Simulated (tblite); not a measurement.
Compound: C5H4FNO3.
SMILES with atom numbers: `[CH3:1][C:2](=[O:3])[O:4][c:5]1[n:6][o:7][cH:8][c:9]1[F:10]` (hydrogens: H11, H12, H13 on C1; H14 on C8)

Computed with GFN2-xTB (tblite), gas phase: L-BFGS steps from a force-field or distance-geometry start until the largest atomic force falls under 0.01 eV/Å.

Step 7: E = -885.8840 eV
```
atom  x, y, z in Å  |  force x, y, z in eV/Å
C1     -2.7230    0.1461    0.3407    0.034  -0.005  -0.006
C2     -1.3966    0.0425   -0.3442    0.047   0.012  -0.030
O3     -1.1671    0.2097   -1.5029    0.004  -0.061   0.025
O4     -0.4371   -0.3073    0.5719    0.010   0.023   0.043
C5      0.8580   -0.3802    0.2017   -0.022  -0.013  -0.012
N6      1.6460   -1.3038    0.6903   -0.028  -0.033   0.020
O7      2.8766   -1.0996    0.1893   -0.064  -0.036  -0.024
C8      2.8688   -0.0469   -0.6292    0.015   0.026   0.005
C9      1.6078    0.4713   -0.6651   -0.011   0.025   0.001
F10     1.1923    1.5529   -1.3089    0.029   0.023  -0.017
H11    -2.6428    0.8236    1.1879   -0.028  -0.004  -0.024
H12    -3.0031   -0.8348    0.7200   -0.013   0.020  -0.012
H13    -3.4654    0.5009   -0.3683   -0.004  -0.012   0.047
H14     3.7847    0.2251   -1.1105    0.031   0.034  -0.015
```

Step 8: E = -885.8846 eV
```
atom  x, y, z in Å  |  force x, y, z in eV/Å
C1     -2.7231    0.1469    0.3394    0.030  -0.009   0.009
C2     -1.3952    0.0428   -0.3438    0.007   0.005  -0.027
O3     -1.1652    0.2067   -1.5029    0.010  -0.058   0.034
O4     -0.4369   -0.3057    0.5743   -0.004   0.028   0.014
C5      0.8570   -0.3810    0.2013    0.019   0.000  -0.004
N6      1.6449   -1.3056    0.6895   -0.043   0.012  -0.012
O7      2.8749   -1.1004    0.1887   -0.018  -0.029  -0.038
C8      2.8693   -0.0458   -0.6288   -0.007   0.001   0.013
C9      1.6077    0.4719   -0.6649   -0.005   0.013   0.008
F10     1.1941    1.5539   -1.3100    0.024   0.008  -0.001
H11    -2.6432    0.8219    1.1886   -0.027   0.012  -0.034
H12    -3.0028   -0.8334    0.7210   -0.011   0.013  -0.027
H13    -3.4679    0.5008   -0.3685    0.024  -0.016   0.057
H14     3.7857    0.2265   -1.1111    0.003   0.022   0.007
```

Step 9: E = -885.8850 eV
```
atom  x, y, z in Å  |  force x, y, z in eV/Å
C1     -2.7225    0.1472    0.3387    0.015  -0.008   0.017
C2     -1.3942    0.0430   -0.3436   -0.016  -0.008  -0.007
O3     -1.1638    0.2038   -1.5028    0.017  -0.052   0.019
O4     -0.4368   -0.3042    0.5761    0.006   0.031  -0.008
C5      0.8567   -0.3816    0.2010   -0.006   0.027   0.006
N6      1.6434   -1.3065    0.6889   -0.019   0.014  -0.029
O7      2.8733   -1.1015    0.1875    0.008  -0.022  -0.037
C8      2.8695   -0.0450   -0.6284   -0.004  -0.020   0.011
C9      1.6076    0.4723   -0.6645   -0.003   0.028  -0.005
F10     1.1956    1.5549   -1.3107    0.022  -0.010   0.016
H11    -2.6440    0.8212    1.1884   -0.019   0.025  -0.027
H12    -3.0029   -0.8323    0.7211   -0.007  -0.002  -0.028
H13    -3.4690    0.5005   -0.3675    0.032  -0.012   0.045
H14     3.7865    0.2278   -1.1113   -0.025   0.009   0.026
```

Q: Estimate the geometry and energy of step 10. (The exact step hangs on the optimiser's Hessian estimate; all steps are aligned on step 9, rigid shifts and turns removed.)

A: E = -885.8855 eV, largest force 0.060 eV/Å
```
atom  x, y, z in Å  |  force x, y, z in eV/Å
C1     -2.7215    0.1473    0.3383   -0.002  -0.005   0.022
C2     -1.3933    0.0430   -0.3433   -0.026  -0.022   0.017
O3     -1.1618    0.1995   -1.5026    0.018  -0.042  -0.008
O4     -0.4365   -0.3019    0.5779    0.001   0.033  -0.016
C5      0.8559   -0.3814    0.2006    0.012   0.041   0.010
N6      1.6416   -1.3076    0.6877   -0.008   0.023  -0.048
O7      2.8715   -1.1033    0.1856    0.024  -0.015  -0.028
C8      2.8695   -0.0444   -0.6277   -0.010  -0.030   0.000
C9      1.6077    0.4733   -0.6641    0.008   0.009   0.006
F10     1.1977    1.5559   -1.3113    0.011  -0.003   0.019
H11    -2.6453    0.8209    1.1877   -0.006   0.039  -0.008
H12    -3.0032   -0.8312    0.7206   -0.001  -0.024  -0.022
H13    -3.4696    0.4999   -0.3655    0.025  -0.003   0.015
H14     3.7867    0.2295   -1.1111   -0.044  -0.003   0.040
```

The energy changes by -0.0005 eV. The first-order estimate −F·Δx gives -0.0007 eV and the mean of the old and new forces, exact on a quadratic surface, -0.0005 eV. The step makes an angle of 55° with the force vector and moves no atom by more than 0.005 Å.

Run on Arm Neoverse V2, one thread (shared host).
